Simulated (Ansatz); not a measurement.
C₂H₆BNS, SMILES `CC1NB1S`, relaxed with RKS PBE-D4/def2-SVP in Ansatz from a rough embedded geometry. The force threshold is 0.03 eV/Å; the program also tests the step.

The species carries charge 0 and has multiplicity 1.

Start:

```xyz
11

C    -1.089   -0.894   -0.154
C     0.199   -0.541    0.446
N     0.126    0.629    1.253
B     0.918    0.762   -0.049
S     1.868    1.718   -1.402
H    -1.739   -1.509    0.555
H    -1.739    0.027   -0.373
H    -0.984   -1.440   -1.063
H     0.853   -1.389    0.842
H     0.909    0.545    2.002
H     0.680    2.093   -2.057
```

| step | energy (eV) | largest force (eV/Å) | largest move (Å) |
| --- | --- | --- | --- |
| 1 | -15155.3627 | 3.825 | 0.000 |
| 2 | -15156.0767 | 1.991 | 0.133 |
| 3 | -15156.4574 | 0.880 | 0.195 |
| 4 | -15156.6638 | 0.808 | 0.195 |
| 5 | -15156.8505 | 0.622 | 0.192 |
| 6 | -15156.9563 | 0.484 | 0.200 |
| 7 | -15157.0064 | 0.660 | 0.200 |
| 8 | -15157.0304 | 0.264 | 0.110 |
| 9 | -15157.0326 | 0.251 | 0.139 |
| 10 | -15157.0374 | 0.312 | 0.112 |
| 11 | -15157.0435 | 0.074 | 0.110 |
| 12 | -15157.0446 | 0.139 | 0.062 |
| 13 (rejected) | -15157.0167 | 0.690 | 0.101 |
| 14 | -15157.0482 | 0.059 | 0.050 |
| 15 | -15157.0490 | 0.104 | 0.035 |
| 16 (rejected) | -15157.0483 | 0.155 | 0.043 |
| 17 | -15157.0496 | 0.066 | 0.021 |
| 18 | -15157.0496 | 0.056 | 0.027 |
| 19 | -15157.0497 | 0.027 | 0.024 |
| 20 (rejected) | -15157.0485 | 0.202 | 0.036 |
| 21 | -15157.0500 | 0.006 | 0.018 |

End:

```xyz
11

C    -1.196   -0.904   -0.044
C     0.253   -0.531    0.209
N     0.555    0.528    1.192
B     0.860    0.896   -0.087
S     1.486    2.244   -1.090
H    -1.611   -1.543    0.767
H    -1.840   -0.005   -0.130
H    -1.290   -1.480   -0.989
H     0.933   -1.410    0.245
H     0.445    0.631    2.200
H     1.406    1.575   -2.273
```

Run time 24 s (4 threads of an Arm Neoverse V1 on a shared host); peak host memory 0.15 GiB.
